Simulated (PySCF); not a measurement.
## Computed data sheet: `FC(Cl)(Cl)C(F)(Cl)Cl`

Compound: C₂Cl₄F₂.
Atom-mapped SMILES: `[F:1][C:2]([Cl:3])([Cl:4])[C:5]([F:6])([Cl:7])[Cl:8]`

Among its groups: C–F bond and C–Cl bond.

**PBE0-D3(BJ)/def2-TZVP geometry optimisation, gas phase (PySCF)**

```
Point group                  : C2
Rotational constants A, B, C : 1.245, 0.946, 0.847 GHz
```

B97-2/pcSseg-2 ground state and GIAO shieldings, non-relativistic (PySCF):

```
Dipole moment                                               : 0.68 D
HOMO energy                                                 : -9.08 eV
LUMO energy                                                 : -0.89 eV
HOMO–LUMO gap                                               : 8.19 eV
13C chemical shifts (computed TMS as zero) by class         : 138.9 (C2/C5) ppm
Isotropic shieldings of nuclei other than C and H, by class : 249 (F1/F6), 566 (Cl3/Cl4/Cl7/Cl8) ppm
```

Monoisotopic mass from the formula: 201.8722 u.

With B = h/(8π²I), that is 505.379 GHz u Å² over I, the principal moments of inertia are 406.0, 534.3 and 596.4 u Å² (most abundant isotopes); the inertial defect Ic − Ia − Ib is -343.9 u Å² (zero for a rigid planar frame, negative otherwise). Point group C2 permits a dipole; with 0.68 D the species has a pure rotational spectrum. The dipole equals about 2.3 × 10⁻³⁰ C·m (1 D = 3.33564 × 10⁻³⁰ C·m). The rotational constants make it an asymmetric top with κ = (2B − A − C)/(A − C) = -0.5, nearer the prolate limit (−1).

One conformer (not necessarily the lowest) at the PBE0-D3(BJ)/def2-TZVP geometry, without solvent or vibrations. The shieldings hold no spin–orbit term; for a carbon that bears several chlorines this term is known to matter. NMR classes are plain means over equivalent atoms (diastereotopic ones count apart unless rotation or inversion swaps them), as if these changed places fast; in this geometry the members of some classes differ.

The values belong to the conformer `[F:1][C:2]([Cl:3])([Cl:4])[C:5]([F:6])([Cl:7])[Cl:8]`: F1–C2–C5–F6 60°.
